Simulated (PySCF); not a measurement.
bromine cation (Br₂), SMILES BrBr (connectivity only; charge and spin as stated), charge +1, multiplicity 2. The structure is a stationary point at PBE0-D3(BJ)/def2-TZVP. The multiplicity is an assumed one; other spin states were not compared.

Method: PySCF with PBE0-D3(BJ)/def2-TZVP.

Harmonic wavenumbers (cm⁻¹): 383. Rotational constants (GHz): 2.634 (linear); symmetry number 2.

Task: Work out the zero-point energy and the ideal-gas rigid-rotor harmonic-oscillator thermochemistry at 298.15 K and 1 atm.

Result: ZPE = ½ Σ hcν = ½ × 383 cm⁻¹ = 0.55 kcal/mol. H − E(el) = 2.83 kcal/mol. Entropy in cal/(mol K): translation 41.12, rotation 16.04, vibration 1.03, spin 1.38, total 59.56. G − E(el) = -14.93 kcal/mol. Cp = 8.46 cal/(mol K).
